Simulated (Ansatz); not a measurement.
Program: Ansatz. Geometries: PBE0-D4/def2-TZVP. ΔE: electronic, gas phase. CBS: MP2 limit from def2 TZ/QZ plus the TZ coupled-cluster correction, frozen cores. Functionals use def2-TZVPP. HSE06 is defined as in plane-wave codes. Elements past krypton have def2 core potentials. For Ge, Te outer-core shells are correlated without core-valence functions, which leaves a few kJ/mol of doubt a bond. Scalar relativity is left out up to krypton.

`FC(F)(F)[TeH]` + `C#[C][Ge]([Cl])([Cl])[Cl]` → `C#C[TeH]` + `F[C](F)(F)[Ge]([Cl])([Cl])[Cl]`  (redistribution)

| level | ΔE (kJ/mol) |
| --- | --- |
| PBE-QIDH | 25.5 |
| HSE06 | 22.4 |

(1) What does CCSD(T)/CBS give? (An estimate is asked.)

Largest T1 diagnostic among the species: 0.012.

## Answers

(1) Computed: +27.1 kJ/mol. The listed levels differ from it by -1.6, -4.7 kJ/mol.

From BLYP to BHLYP (50 % exact exchange), in def2-TZVPP and without D4, ΔE moves by +4.8 kJ/mol. Leaving LDA and LC-ωPBE aside and taking each functional with its dispersion term where it has one, the values, not all of them listed here, spread over 7.1 kJ/mol, from PBE-D4 to PBE-QIDH.
